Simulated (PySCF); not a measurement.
# UHF on P³⁺ (phosphorus, charge +3)

Configuration: [Ne] 3s2, closed-shell 1S. Calculation: PySCF 2.14, in aug-cc-pVQZ-DK; the spin-free X2C one-electron Hamiltonian (Gaussian nucleus).

- Total energy: -339.379603 hartree
- One-electron energy: -452.8401 hartree
- Hartree (Coulomb) energy: 135.2024 hartree
- Exchange energy: -21.7419 hartree
- ⟨S²⟩: 0.0000
- ⟨L²⟩: 0.000
- Sum of ⟨r⟩: 7.504 bohr
- Sum of ⟨r²⟩: 8.909 bohr²
- Langevin diamagnetic susceptibility: -7.06 ×10⁻⁶ cm³/mol

```csv
shell,electrons,mean orbital energy (eV),"rms radius, mean of both spins (bohr)"
1s,2,-2222.5,0.120
2s,2,-244.30,0.558
2p,6,-185.66,0.538
3s,2,-50.002,1.81
```

Densities and radii are taken from the X2C orbitals without a picture-change correction, which distorts them close to the nucleus.
